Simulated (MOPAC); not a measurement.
Input for MOPAC: AM1 on H2S2 (SMILES SS), a point of a torsion scan.

```
AM1 1SCF PRECISE CHARGE=0 THREADS=1
H2S2

S     -0.95958923 1     0.46633898 1     0.43011987 1
S      0.95521959 1     0.46914975 1    -0.43750076 1
H     -1.49018885 1    -0.46753862 1    -0.35866880 1
H      0.71428373 1    -0.46426617 1    -1.35749899 1
```

Program output:

```
*******************************************************************************
 **                                                                           **
 **                              MOPAC v23.2.5                                **
 **                                                                           **
 *******************************************************************************
 ** MOPAC's Digital Object Identifier: https://doi.org/10.5281/zenodo.6511958 **
 **                                                                           **
 ** Please cite the open-source release paper for use of this MOPAC version:  **
 ** J. E. Moussa and J. J. P. Stewart (2026)                                  **
 ** MOPAC: An open-source semiempirical molecular orbital program             **
 ** J. Open Source Softw., 11(119), 8025, https://doi.org/10.21105/joss.08025 **
 *******************************************************************************

                              AM1 CALCULATION RESULTS

 *******************************************************************************
 *  AM1        - The AM1 Hamiltonian to be used
 *
 *
 *
 *                 CHARGE ON SYSTEM = 0
 *
 *
 *
 *  PRECISE    - TIGHTER CRITERIA TO BE USED
 *  1SCF       - DO 1 SCF AND THEN STOP
 *  THREADS=1  - MULTI-THREADING NOT USED
 *  T=         - A TIME OF 172800.0 SECONDS REQUESTED
 *  DUMP=N     - RESTART FILE WRITTEN EVERY 7200.0 SECONDS REQUESTED
 *******************************************************************************
AM1 1SCF PRECISE CHARGE=0 THREADS=1
 H2S2

   ATOM   CHEMICAL          X               Y               Z
  NUMBER   SYMBOL      (ANGSTROMS)     (ANGSTROMS)     (ANGSTROMS)

     1       S         -0.95958923  *   0.46633898  *   0.43011987  *
     2       S          0.95521959  *   0.46914975  *  -0.43750076  *
     3       H         -1.49018885  *  -0.46753862  *  -0.35866880  *
     4       H          0.71428373  *  -0.46426617  *  -1.35749899  *



          CARTESIAN COORDINATES

    NO.       ATOM           X           Y           Z

     1         S         -0.9596      0.4663      0.4301
     2         S          0.9552      0.4691     -0.4375
     3         H         -1.4902     -0.4675     -0.3587
     4         H          0.7143     -0.4643     -1.3575

  H: (AM1): M.J.S. DEWAR ET AL, J. AM. CHEM. SOC. 107 3902-3909 (1985)
  S: (AM1): M.J.S. DEWAR, Y-C YUAN, INORGANIC CHEMISTRY, 29, 3881:3890,  (1990)

           Empirical Formula: H2 S2  =     4 atoms



      MOLECULAR POINT GROUP   :   C2v


      RHF CALCULATION, NO. OF DOUBLY OCCUPIED LEVELS = 7


 -------------------------------------------------------------------------------
 AM1 1SCF PRECISE CHARGE=0 THREADS=1
 H2S2



     1SCF WAS SPECIFIED, SO BFGS WAS NOT USED
     SCF FIELD WAS ACHIEVED


                              AM1 CALCULATION
                                                       MOPAC v23.2.5 Linux




          FINAL HEAT OF FORMATION =         15.39045 KCAL/MOL =      64.39365 KJ/MOL


          COSMO AREA              =         89.13 SQUARE ANGSTROMS
          COSMO VOLUME            =         73.87 CUBIC ANGSTROMS

          IONIZATION POTENTIAL    =          8.670054 EV
          HOMO LUMO ENERGIES (EV) =         -8.670 -1.994
          NO. OF FILLED LEVELS    =          7
          MOLECULAR WEIGHT        =         66.1358         POINT GROUP:  C2v

          MOLECULAR DIMENSIONS (Angstroms)

            Atom       Atom       Distance
            H     3    S     2     2.61985
            H     4    S     1     2.28388
            S     1    H     3     0.00000


          SCF CALCULATIONS        =          1





   ATOM   CHEMICAL          X               Y               Z
  NUMBER   SYMBOL      (ANGSTROMS)     (ANGSTROMS)     (ANGSTROMS)

     1       S         -0.95958923  *   0.46633898  *   0.43011987  *
     2       S          0.95521959  *   0.46914975  *  -0.43750076  *
     3       H         -1.49018885  *  -0.46753862  *  -0.35866880  *
     4       H          0.71428373  *  -0.46426617  *  -1.35749899  *

                             CARTESIAN COORDINATES

   1    S       -0.959589230     0.466338980     0.430119870
   2    S        0.955219590     0.469149750    -0.437500760
   3    H       -1.490188850    -0.467538620    -0.358668800
   4    H        0.714283730    -0.464266170    -1.357498990


           Empirical Formula: H2 S2  =     4 atoms



      MOLECULAR POINT GROUP   :   C2v


                  EIGENVALUES
 -21.19755 -18.14573 -16.46955 -12.58109 -12.48749 -11.53038  -8.67005  -1.99367
   0.18352   1.17835


              NET ATOMIC CHARGES AND DIPOLE CONTRIBUTIONS

  ATOM NO.   TYPE          CHARGE      No. of ELECS.   s-Pop       p-Pop
    1          S          -0.042841        6.0428     1.90778     4.13506
    2          S          -0.042816        6.0428     1.90777     4.13504
    3          H           0.042839        0.9572     0.95716
    4          H           0.042817        0.9572     0.95718
 DIPOLE           X         Y         Z       TOTAL
 POINT-CHG.    -0.159    -0.384    -0.352     0.544
 HYBRID        -0.615    -1.488    -1.362     2.108
 SUM           -0.773    -1.872    -1.713     2.653


          ATOMIC ORBITAL ELECTRON POPULATIONS

     Atom    s        px        py        pz
    1  S   1.90778   1.11771   1.55128   1.46607
    2  S   1.90777   1.12969   1.55131   1.45404
    3  H   0.95716
    4  H   0.95718

 **********************
 *                    *
 * JOB ENDED NORMALLY *
 *                    *
 **********************




 == MOPAC DONE ==
```

The run finished.

Cost: about 0.020 core-seconds (a rough figure).
